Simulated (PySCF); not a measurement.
Atoms are numbered as in `[CH3:1][CH:2]([CH3:3])[C:4](=[O:5])[c:6]1[cH:7][cH:8][cH:9][cH:10][cH:11]1`. Hydrogens are named by the atom that carries them.

GIAO shifts from PySCF 2.14.0 with density-fitted response routines on PBE0-D3(BJ)/def2-SVP geometries (one conformer, non-relativistic, equivalent nuclei averaged), against TMS at the same level and in the same medium; PCM means IEF-PCM chloroform.

Measured (solution, not stated per compound (mostly CDCl3 or CCl4); Pretsch, Buehlmann, Badertscher, Structure Determination of Organic Compounds, 4th ed. (2009)): C2 35.2, C1/C3 19.1, H(C2) 3.58, H(C1)/H(C3) 1.22 ppm.

Question: Which unscaled values do PBE0/pcSseg-1, PCM; WP04/pcSseg-1, PCM; wB97X-D/pcSseg-1, PCM give, and how close are they?

Answer: 
```tsv
atoms	measured	PBE0/pcSseg-1, PCM	WP04/pcSseg-1, PCM	wB97X-D/pcSseg-1, PCM
C2	35.2	37.7	41.1	37.8
C1/C3	19.1	21.1	22.3	21.1
H(C2)	3.58	3.46	3.34	3.38
H(C1)/H(C3)	1.22	1.22	1.24	1.23
```

Mean absolute error for ¹³C: PBE0/pcSseg-1, PCM 2.2, WP04/pcSseg-1, PCM 4.5, wB97X-D/pcSseg-1, PCM 2.3 ppm.

Mean absolute error for ¹H: PBE0/pcSseg-1, PCM 0.06, WP04/pcSseg-1, PCM 0.13, wB97X-D/pcSseg-1, PCM 0.11 ppm.
